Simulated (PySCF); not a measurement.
**Oscillator strengths, rates and cross-sections**

C₃H₉PSi.
Cartesian coordinates in Å at the GFN2-xTB level; atoms count from 1:
```
atom  x, y, z in Å
Si1    2.0701    0.2107   -0.2365
C2     0.3189   -0.5228   -0.2622
C3    -0.8584    0.4188   -0.5695
C4    -1.8653   -0.2572    0.3665
P5    -0.4868   -1.0599    1.3536
H6     2.0767    1.3624    0.6704
H7     2.3946    0.6540   -1.5948
H8     3.0150   -0.8065    0.2215
H9     0.2789   -1.3919   -0.9281
H10   -1.1529    0.4635   -1.6201
H11   -0.6421    1.4342   -0.2324
H12   -2.4477   -1.0257   -0.1457
H13   -2.5435    0.3941    0.9162
H14   -0.1582    0.1259    2.0390
```

Method used: TDDFT CAM-B3LYP/def2-SVPD, vertical, gas phase, core orbitals frozen in the response (PySCF).

Relations used (vacuum, state to state): A = 0.6670 f ν̃² s⁻¹ (ν̃ in cm⁻¹); τ = 1/A; f = (2/3) ΔE |μ|² in atomic units; ∫σ dE = 109.76 f Mb·eV.

The rates are for emission to S0 at the absorption energy, with no other channel.

Energies and rates of the computed singlets with f of 0.002 or more:

| state | λ (nm) | A (s⁻¹) |
| --- | --- | --- |
| S1 | 216.3 | 7.40×10⁷ |
| S2 | 197.5 | 3.55×10⁷ |
| S3 | 180.8 | 1.88×10⁸ |
| S4 | 173.3 | 5.35×10⁷ |
| S5 | 169.8 | 9.46×10⁷ |
| S6 | 165.4 | 1.11×10⁸ |
| S7 | 164.7 | 7.58×10⁷ |
| S8 | 160.4 | 8.57×10⁷ |

**Question.** Go back from the rates to the oscillator strengths and transition dipoles.

**Answer.** f = A / (0.6670 ν̃²), and |μ| follows from f:

| state | f | \|μ\| (D) | τ | main configurations (H = HOMO, L = LUMO) |
| --- | --- | --- | --- | --- |
| S1 | 0.052 | 1.55 | 14 ns | H→L (84%) |
| S2 | 0.021 | 0.93 | 28 ns | H→L+1 (80%) |
| S3 | 0.092 | 1.88 | 5.3 ns | H→L+3 (62%), H→L+2 (12%), H→L+4 (9%) |
| S4 | 0.024 | 0.94 | 19 ns | H-1→L (74%) |
| S5 | 0.041 | 1.22 | 11 ns | H→L+4 (39%), H→L+5 (22%), H→L+2 (14%) |
| S6 | 0.046 | 1.27 | 9 ns | H-1→L+1 (79%) |
| S7 | 0.031 | 1.04 | 13 ns | H→L+4 (26%), H→L+2 (20%), H→L+3 (20%) |
| S8 | 0.033 | 1.06 | 12 ns | H→L+5 (38%), H→L+2 (33%) |

**Question.** By what factor does the largest A in the list exceed the smallest?

**Answer.** S3 has 5.3 times the rate of S2.

**Question.** What is the integrated cross-section of all computed states together?

**Answer.** Σf = 0.339 over S1 to S8, so 109.76 × Σf ≈ 37.2 Mb·eV.

**Question.** How much energy does a mole of photons resonant with S3 carry?

**Answer.** 6.858 eV × 96.485 = 662 kJ/mol (158 kcal/mol).

Hardware: one thread, Arm Neoverse V1 (aarch64) (shared host). Cost: 29 s of wall time (grids of density and orbitals included), 0.77 GiB resident at most.

One conformer stands for the species.
